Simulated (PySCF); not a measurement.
## Calculated NMR parameters of C#C[C@@H]1C(=C)[C@H]1C=C

```yaml
Formula: C8H8
SMILES: C#C[C@@H]1C(=C)[C@H]1C=C
Point_group_of_the_computed_structure: C1
Degrees_of_unsaturation: 5
Carbon_signals: 8
Proton_signals: 8
```

Structure with atom numbers: `[CH:1]#[C:2][C@@H:3]1[C:4](=[CH2:5])[C@H:6]1[CH:7]=[CH2:8]`; H(Xn) means a hydrogen on atom n. Ha(C5) is cis to C3; Ha(C8) is cis to C6; Hb(C5) is trans to C3; Hb(C8) is trans to C6.

Non-relativistic Hamiltonian, one conformer, gas phase. Geometry from GFN2-xTB; NMR shieldings at PBE0/pcSseg-1/GIAO; PySCF 2.14.

Chemical shifts δ = σref − σ; TMS for 1H (31.72 ppm), 13C (186.93 ppm), all at this level.

```tsv
carbon	δC, type	δH (multiplicity)	HMBC from (2–3 bonds)	span of the C tensor (ppm)
C1	72.3, CH	1.31 (d)	H(C3)	218
C2	88.0, C	–	H(C6), H(C3), H(C1)	299
C3	15.7, CH	1.82 (m)	Ha(C5), Hb(C5), H(C7), H(C6), H(C1)	70
C4	146.3, C	–	Ha(C5), Hb(C5), H(C7), H(C6), H(C3)	229
C5	112.2, CH2	Ha(C5) 6.01 (m); Hb(C5) 5.96 (m)	H(C6), H(C3)	200
C6	35.7, CH	2.24 (m)	Ha(C5), Hb(C5), Ha(C8), Hb(C8), H(C7), H(C3)	89
C7	146.9, CH	5.40 (m)	Ha(C8), Hb(C8), H(C6), H(C3)	226
C8	121.9, CH2	Hb(C8) 5.41 (m); Ha(C8) 5.63 (m)	H(C7), H(C6)	212
```

1. Carbon types of the structure: 2 × C, 4 × CH, 2 × CH2, which accounts for all hydrogens.
2. δC 146.9: alkene CH; the olefinic region.
3. δC 146.3: fully substituted alkene carbon; as expected for a trigonal carbon in a double bond.
4. δC 121.9, 112.2: terminal =CH2 carbon; as expected for a trigonal carbon in a double bond.
5. δC 88.0: alkyne carbon; sp carbons lie upfield of alkene carbons because the cylindrical π system leaves one tensor component strongly shielded.
6. δC 72.3: terminal alkyne carbon; the triple bond shields along its axis, which puts it between sp3 and sp2 carbons.

Shifts are as computed. Against solution values, carbons near 30 ppm lie about +3 ppm off and those near 130 ppm about +5 ppm. Of 1211 compounds with measured shifts, 218 miss one by over three times the rms of a fit or turn the order of signals round; such compounds aren't used in these exercises. Multiplicities follow the n + 1 count of equivalent neighbours, as no J values were calculated; m marks all less simple cases, F and P coupling included.
